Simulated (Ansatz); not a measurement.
Start from `[OH][Ga]([Br])[O][SiH3]` and change one element to get `C[O][Ga]([OH])[Br]`.

Ansatz, PBE0-D4/def2-TZVP geometries, multiplicity 1. Each molecule was computed in one conformer, which needn't be the lowest.

Scalar relativity is left out up to krypton.

```csv
property,`[OH][Ga]([Br])[O][SiH3]`
HOMO–LUMO gap (B3LYP/def2-TZVPP) / eV,6.70
LUMO energy (B3LYP/def2-TZVPP) / eV,-1.83
HOMO energy (B3LYP/def2-TZVPP) / eV,-8.53
HOMO energy (PBE0/def2-TZVPP) / eV,-8.79
HOMO–LUMO gap (ωB97M-V/def2-TZVPP) / eV,11.40
HOMO energy (ωB97M-V/def2-TZVPP) / eV,-11.06
```

Problem. What does the change do to each property? (Estimate.)

Solution. The calculation gave: 
```
                               property  `C[O][Ga]([OH])[Br]`  shift
  HOMO–LUMO gap (B3LYP/def2-TZVPP) / eV                  6.45  -0.25
    LUMO energy (B3LYP/def2-TZVPP) / eV                 -1.57   0.26
    HOMO energy (B3LYP/def2-TZVPP) / eV                 -8.01   0.52
     HOMO energy (PBE0/def2-TZVPP) / eV                 -8.25   0.54
HOMO–LUMO gap (ωB97M-V/def2-TZVPP) / eV                 11.29  -0.11
  HOMO energy (ωB97M-V/def2-TZVPP) / eV                -10.65   0.41
```

With PBE0 the HOMO rises by 0.54 eV and the LUMO rises by 0.27 eV, so the gap narrows by about 0.27 eV. PBE moves the HOMO by 0.68 eV and ωB97M-V by 0.41 eV.

B3LYP here is the variant with VWN-RPA as its local correlation; programs differ in this.

Spin–orbit coupling is left out; it splits and shifts lone-pair levels of the heavy atoms by tenths of an eV.
